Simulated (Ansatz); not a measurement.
CHO (SMILES [CH]=O), charge 0, multiplicity 2, relaxed at each level with Ansatz (an electronic-structure program); harmonic frequencies from differences of analytic forces, average atomic masses, frozen cores. Open shells are unrestricted.

```
level              harmonic frequencies (cm⁻¹)  ZPE (eV)  cost over HF/def2-TZVPP (rough)
-----------------  ---------------------------  --------  -------------------------------
HF/def2-TZVPP                   1224 2120 2856     0.384                               ×1
PBE/def2-TZVPP                  1070 1871 2559     0.341                               ×1
r2SCAN/def2-TZVPP               1103 1924 2607     0.349                               ×2
B3LYP/def2-TZVPP                1107 1935 2646     0.353                               ×1
CCSD(T)/cc-pVDZ                 1118 1889 2644     0.350                               ×3
CCSD(T)/cc-pVTZ                 1124 1892 2691     0.354                                -
```

Measured: fundamentals as far as tabulated 2434, 1868, 1081 cm⁻¹ [NIST CCCBDB]. Measured modes stand in the spectroscopists' order.
